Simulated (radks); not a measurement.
Question: Successive ionisation energies (eV) of one element, from differences of total energies of ions in their ground configurations, starting at charge 0: 9.015, 16.506, 24.558, 42.377, 53.727, 100.54, 121.06, 142.38, 164.42, 187.11, 217.23, 242.02, 267.43, 293.41, 319.90, 419.73, 447.80, 475.77, 512.67, 542.21, 571.57, 644.12. All-electron calculation, non-relativistic Kohn-Sham, PBE, spin-polarised, spherical densities, point nucleus; open shells are filled with parallel spins first (spin-orbit coupling, left out, can overturn this in heavy ions); relativity is left out, which matters for an element this heavy. Program: a radial shooting solver on a logarithmic mesh with Libxc functionals. Which element is it?

Answer: Antimony (Z = 51). The first species listed is Sb in [Kr] 4d10 5s2 5p3, the last Sb21+ in [Ar] 3d10 4s2.
